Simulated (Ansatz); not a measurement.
HCl$_{2}$HfO, doublet, at a GFN2-xTB geometry (such geometries of metal compounds can be far from the true shape) (the multiplicity is a formal guess) (core potentials on Hf); Ansatz (an electronic-structure program) with HF/def2-SV(P).

The Ansatz input:
Ansatz 0.2 input:
```yaml
crystal:
  periodic: [false, false, false]
  atoms:
    - {symbol: Hf, position_ang: [0.16946100, 0.02707656, 0.08253510]}
    - {symbol: Cl, position_ang: [-1.37580221, -1.56327809, 0.19059445]}
    - {symbol: Cl, position_ang: [-0.11392632, 1.79371172, -1.21627630]}
    - {symbol: O, position_ang: [1.47605822, -0.55850046, 1.22779791]}
    - {symbol: H, position_ang: [1.31572726, -1.39888069, 1.67168072]}
basis:
  gaussian:
    orbitals: def2-SV_P_.json
hamiltonian:
  xc: hf
magnetization: {spin_polarized: true, initial_magnetization: 1}
```
The basis file holds def2-SV(P) in the JSON format of the Basis Set Exchange.

Output, abridged:

```
Functional definition: HF
813 factors; integrals over basis functions are off by at most 5.3e-4 eV
mean field evaluation 1: about -28341.8469 eV, gradient 2.9e1 eV
mean field evaluation 2: about -28341.8629 eV, gradient 2.9e1 eV
mean field evaluation 4: about -28346.1627 eV, gradient 2.6e0 eV
mean field evaluation 8: about -28346.3661 eV, gradient 2.5e-1 eV
mean field evaluation 16: about -28345.5320 eV, gradient 3.2e0 eV
mean field evaluation 32: about -28344.7588 eV, gradient 8.2e-1 eV
mean field -28346.36938904 eV, -1041.7098611881 hartree, gradient 2.8e-5 eV, S^2 0.754153; 0 other end points of the search recorded, 0 dependent functions left out
reference -28346.36938904 eV, -1041.7098611881 hartree; 28, 27 occupied and 49, 50 virtual orbitals, 813 factors
Total energy: -28346.36938904 eV, -1041.7098611881 hartree
```
